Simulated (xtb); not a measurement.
xtb input (GFN1-xTB):

```bash
xtb mol.xyz --gfn 1 --sp --chrg 1 --uhf 0
```
mol.xyz:
```
9

B      1.41155008     0.04231888    -0.16385306
O      0.06571223     0.41031435     0.11165855
C     -1.16694541    -0.45831144     0.01179638
H      1.55692687    -1.07242527    -0.50764320
H      2.19013816     0.91056289    -0.00741720
H     -0.80143997    -1.42434030    -0.31603117
H     -1.59823926    -0.49286798     1.00667723
H     -1.81394576     0.01188677    -0.72121156
H     -0.11521579     1.32294340     0.40084452
```

Output:

```
           -------------------------------------------------
          |                Calculation Setup                |
           -------------------------------------------------

           -------------------------------------------------
          |                 G F N 1 - x T B                 |
           -------------------------------------------------

        Reference                      10.1021/acs.jctc.7b00118
      * Hamiltonian:
        H0-scaling (s, p, d)           1.850000    2.250000    2.000000
        zeta-weighting                 0.000000
      * Dispersion:
        s8                             2.400000
        a1                             0.630000
        a2                             5.000000
        s9                             0.000000
      * Repulsion:
        kExp                           1.500000
        rExp                           1.000000
      * Coulomb:
        alpha                          2.000000
        third order                    atomic
        anisotropic                    false
      * Halogen bond correction:
        rad-scale                      1.300000
        damping                        0.440000

          ...................................................
          :                      SETUP                      :
          :.................................................:
          :  # basis functions                  24          :
          :  # atomic orbitals                  24          :
          :  # shells                           18          :
          :  # electrons                        18          :
          :  # halogen bonds                     0          :
          :  max. iterations                   250          :
          :  Hamiltonian                  GFN1-xTB          :
          :  restarted?                      false          :
          :  GBSA solvation                  false          :
          :  PC potential                    false          :
          :  electronic temp.          300.0000000     K    :
          :  accuracy                    1.0000000          :
          :  -> integral cutoff          0.2500000E+02      :
          :  -> integral neglect         0.1000000E-07      :
          :  -> SCF convergence          0.1000000E-05 Eh   :
          :  -> wf. convergence          0.2000000E-04 e    :
          :  Broyden damping             0.4000000          :
          :  net charge                          1          :
          :  unpaired electrons                  0          :
          ...................................................

 iter      E             dE          RMSdq      gap      omega  full diag
   1    -11.0252483 -0.110252E+02  0.650E+00    6.47       0.0  T
   2    -11.0534030 -0.281547E-01  0.372E+00    5.75       1.0  T
   3    -11.0547979 -0.139490E-02  0.905E-01    5.17       1.0  T
   4    -11.0558884 -0.109048E-02  0.400E-01    5.55       1.0  T
   5    -11.0567863 -0.897930E-03  0.689E-02    5.43       1.0  T
   6    -11.0568157 -0.294252E-04  0.215E-02    5.40       1.6  T
   7    -11.0568179 -0.219784E-05  0.372E-03    5.41       9.0  T
   8    -11.0568180 -0.696331E-07  0.127E-03    5.41      26.2  T
   9    -11.0568180 -0.886173E-08  0.659E-05    5.41     505.9  T
  10    -11.0568180 -0.171525E-10  0.159E-05    5.41    2092.0  T

   *** convergence criteria satisfied after 10 iterations ***

         #    Occupation            Energy/Eh            Energy/eV
      -------------------------------------------------------------
         1        2.0000           -1.0949396             -29.7948
       ...           ...                  ...                  ...
         3        2.0000           -0.9360614             -25.4715
         4        2.0000           -0.8691389             -23.6505
         5        2.0000           -0.8347175             -22.7138
         6        2.0000           -0.7565870             -20.5878
         7        2.0000           -0.7463576             -20.3094
         8        2.0000           -0.7431405             -20.2219
         9        2.0000           -0.6859699             -18.6662 (HOMO)
        10                         -0.4871864             -13.2570 (LUMO)
        11                         -0.3844836             -10.4623
        12                         -0.3613329              -9.8324
        13                         -0.2974136              -8.0930
        14                         -0.2929708              -7.9721
       ...                                ...                  ...
        24                          0.3272162               8.9040
      -------------------------------------------------------------
                  HL-Gap            0.1987835 Eh            5.4092 eV
             Fermi-level           -0.5865782 Eh          -15.9616 eV

 SCC (total)                   0 d,  0 h,  0 min,  0.004 sec
 SCC setup                      ...        0 min,  0.000 sec (  1.773%)
 Dispersion                     ...        0 min,  0.000 sec (  0.956%)
 classical contributions        ...        0 min,  0.000 sec (  0.520%)
 integral evaluation            ...        0 min,  0.001 sec ( 22.655%)
 iterations                     ...        0 min,  0.001 sec ( 29.638%)
 molecular gradient             ...        0 min,  0.002 sec ( 41.461%)
 printout                       ...        0 min,  0.000 sec (  2.825%)

         :::::::::::::::::::::::::::::::::::::::::::::::::::::
         ::                     SUMMARY                     ::
         :::::::::::::::::::::::::::::::::::::::::::::::::::::
         :: total energy             -10.948280882306 Eh    ::
         :: gradient norm              0.029412996607 Eh/a0 ::
         :: HOMO-LUMO gap              5.409175312890 eV    ::
         ::.................................................::
         :: SCC energy               -11.056817997451 Eh    ::
         :: -> electrostatic           0.135727578517 Eh    ::
         :: repulsion energy           0.110309920738 Eh    ::
         :: dispersion energy         -0.001772805593 Eh    ::
         :: halogen bond corr.         0.000000000000 Eh    ::
         :: add. restraining           0.000000000000 Eh    ::
         :: total charge               1.000000000000 e     ::
         :::::::::::::::::::::::::::::::::::::::::::::::::::::

           -------------------------------------------------
          |                Property Printout                |
           -------------------------------------------------

    * Orbital Energies and Occupations

         #    Occupation            Energy/Eh            Energy/eV
      -------------------------------------------------------------
         1        2.0000           -1.0949396             -29.7948
         2        2.0000           -0.9466741             -25.7603
         3        2.0000           -0.9360614             -25.4715
         4        2.0000           -0.8691389             -23.6505
         5        2.0000           -0.8347175             -22.7138
         6        2.0000           -0.7565870             -20.5878
         7        2.0000           -0.7463576             -20.3094
         8        2.0000           -0.7431405             -20.2219
         9        2.0000           -0.6859699             -18.6662 (HOMO)
        10                         -0.4871864             -13.2570 (LUMO)
        11                         -0.3844836             -10.4623
        12                         -0.3613329              -9.8324
        13                         -0.2974136              -8.0930
        14                         -0.2929708              -7.9721
        15                         -0.2876223              -7.8266
        16                         -0.2688005              -7.3144
Note: The following floating-point exceptions are signalling: IEEE_DENORMAL
normal termination of xtb
        17                         -0.2556848              -6.9575
        18                         -0.0632345              -1.7207
        19                          0.0220250               0.5993
        20                          0.0395985               1.0775
       ...                                ...                  ...
        24                          0.3272162               8.9040
      -------------------------------------------------------------
                  HL-Gap            0.1987835 Eh            5.4092 eV
             Fermi-level           -0.5865782 Eh          -15.9616 eV

  Mulliken/CM5 charges         n(s)   n(p)   n(d)
     1B     0.46218  0.20751   0.979  1.558  0.000
     2O    -0.36541 -0.56453   1.673  4.693  0.000
     3C     0.15916  0.03102   1.027  2.814  0.000
     4H    -0.00554  0.10751   1.006  0.000  0.000
     5H     0.00014  0.11250   1.000  0.000  0.000
     6H     0.10283  0.16464   0.897  0.000  0.000
     7H     0.10158  0.16064   0.898  0.000  0.000
     8H     0.10158  0.16064   0.898  0.000  0.000
     9H     0.44350  0.62006   0.557  0.000  0.000

Wiberg/Mayer (AO) data.
largest (>0.10) Wiberg bond orders for each atom

 ---------------------------------------------------------------------------
     #   Z sym  total        # sym  WBO       # sym  WBO       # sym  WBO
 ---------------------------------------------------------------------------
     1   5 B    2.897 --     4 H    0.971     5 H    0.959     2 O    0.920
     2   8 O    2.459 --     1 B    0.920     9 H    0.772     3 C    0.764
     3   6 C    3.751 --     6 H    0.981     7 H    0.980     8 H    0.980
                             2 O    0.764
     4   1 H    1.000 --     1 B    0.971
     5   1 H    1.002 --     1 B    0.959
     6   1 H    0.994 --     3 C    0.981
     7   1 H    0.992 --     3 C    0.980
     8   1 H    0.992 --     3 C    0.980
     9   1 H    0.814 --     2 O    0.772
 ---------------------------------------------------------------------------

Topologies differ in total number of bonds
Writing topology from bond orders to xtbtopo.mol

 dipole moment from electron density (au)
     X       Y       Z
  -0.3265   0.7154   0.2498  total (Debye):    2.097

           -------------------------------------------------
          | TOTAL ENERGY              -10.948280882306 Eh   |
          | GRADIENT NORM               0.029412996607 Eh/α |
          | HOMO-LUMO GAP               5.409175312890 eV   |
           -------------------------------------------------

------------------------------------------------------------------------
------------------------------------------------------------------------
 total:
 SCF:
```

It need not be the lowest isomer of its formula.
